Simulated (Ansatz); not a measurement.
CCl3F3Sn (`F[C](F)(F)[Sn]([Cl])([Cl])[Cl]`). Charge 0, multiplicity 1. Correlated methods include outer-core shells of Sn, which these sets cover unevenly. Sn takes the def2 core potential.

```xyz
8

F     1.924   -0.226   -0.812
C     0.957    0.612   -0.440
F     1.454    1.437    0.482
F     0.604    1.337   -1.500
Sn   -0.778   -0.498    0.358
Cl   -0.148   -1.701    2.207
Cl   -2.434    0.976    0.945
Cl   -1.578   -1.936   -1.240
```

Task: Give the diagnostics of a CCSD(T)/def2-TZVPP run (frozen core, the Gaussian-basis code of Ansatz). (Estimate.)

Result: The calculation gave: T1 = 0.0124, largest single amplitude 0.045, largest double 0.029, (T) share of the correlation energy 3.6 %, 10 CCSD cycles. The RHF solution is stable towards an unrestricted one. T1 lies under the customary mark of 0.02 for closed shells.
